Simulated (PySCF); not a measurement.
Species: C5H6S2.
Bonds: C1–S2, S2–C3, C3–C4 (aromatic), C4–C5 (aromatic), C5–S6 (aromatic), S6–C7 (aromatic), C3–C7 (aromatic). Hydrogens: H8, H9, H10 on C1; H11 on C4; H12 on C5; H13 on C7.

The geometry is computed with GFN2-xTB (gas phase).

**Question.** What internal coordinates does the optimisation give?

**Answer.** 
| bond | length (Å) |
| --- | --- |
| C1–S2 | 1.814 |
| S2–C3 | 1.757 |
| C3–C4 | 1.422 |
| C4–C5 | 1.353 |
| C5–S6 | 1.720 |
| S6–C7 | 1.724 |
| C3–C7 | 1.360 |
| C1–H8, C1–H9, C1–H10 | 1.086 |
| C4–H11 | 1.074 |
| C5–H12 | 1.071 |
| C7–H13 | 1.070 |

Bonds in one row agree within 0.01 Å and their mean is given. A selection of angles:
| angle | degrees |
| --- | --- |
| S2–C1–H8 | 109.7 |
| S2–C1–H10 | 106.1 |
| H8–C1–H9 | 111.1 |
| H8–C1–H10 | 110.1 |
| C1–S2–C3 | 102.0 |
| S2–C3–C4 | 120.2 |
| S2–C3–C7 | 127.3 |
| C4–C3–C7 | 112.6 |
| C3–C4–C5 | 112.4 |
| C3–C4–H11 | 122.8 |
| C5–C4–H11 | 124.8 |
| C4–C5–S6 | 112.2 |
| C4–C5–H12 | 128.4 |
| S6–C5–H12 | 119.4 |
| C5–S6–C7 | 91.1 |
| S6–C7–H13 | 118.7 |
| C3–C7–S6 | 111.7 |
| C3–C7–H13 | 129.6 |

Torsions: C1–S2–C3–C4 -179° (antiperiplanar).

S2 (sulfide sulfur) is bent (angle 102.0°). Of the pairs four or more bonds apart, C1···H13 is among the closest relative to their van der Waals radii: 2.74 Å, 94 % of the sum of Bondi's values. The 5-membered ring C3–C4–C5–S6–C7 has internal angles of 91.1° to 112.6° (sum 540°, against 540° for a flat polygon); it is planar, 0.00 Å rms from its mean plane, widest ring torsion 0°. The C–C distances run from 1.353 Å (C4–C5, aromatic) to 1.422 Å (C3–C4, aromatic), a spread of 0.069 Å. The 7 heavy atoms lie in one plane (0.004 Å rms). The 4 C–S bonds span 1.720 Å (C5–S6, aromatic) to 1.814 Å (C1–S2, drawn single), a spread of 0.094 Å.

Point group: Cs (every atom within 0.08 Å of its image). Not checked by GFN2-xTB frequencies. The numbers are those of one conformer.
